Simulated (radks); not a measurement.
The numbers below are computed, except where a source is named.
Species: the cadmium ion Cd3+. Configuration: [Kr] 4d9. Level of theory: scalar-relativistic Kohn-Sham, AM05, spin-polarised, spherical densities, finite nucleus; open shells are filled with parallel spins first (spin-orbit coupling, left out, can overturn this in heavy ions); Fermi nuclear charge, rms radius 4.6087 fm (a radial shooting solver on a logarithmic mesh with Libxc functionals).

Unscreened Slater integrals over Kohn-Sham orbitals (eV). They are taken over the spin-up orbitals. Empty in this configuration: 5s.

integral     value
F0(4d,4d)   20.618
F2(4d,4d)   10.337
F4(4d,4d)   6.7861
F0(4d,4p)   22.758
F2(4d,4p)   11.334
G1(4d,4p)   14.331
G3(4d,4p)   8.7856
F0(4d,4s)   23.464
G2(4d,4s)   10.648
F0(4d,5s)   13.070
G2(4d,5s)   2.0992
F0(4p,4p)   25.704
F2(4p,4p)   13.470
F0(4p,4s)   26.732
G1(4p,4s)   18.145
F0(4p,5s)   13.497
G1(4p,5s)  0.99427
F0(4s,4s)   27.911
F0(4s,5s)   13.625
G0(4s,5s)  0.66627
F0(5s,5s)   10.850

Derived for the open shells (J is the average intra-shell exchange parameter used in DFT+U). 4d: Racah B = F2/49 - 5 F4/441 = 0.1340 eV, C = 35 F4/441 = 0.5386 eV, C/B = 4.02, F4/F2 = 0.656, J = (F2 + F4)/14 = 1.223 eV.
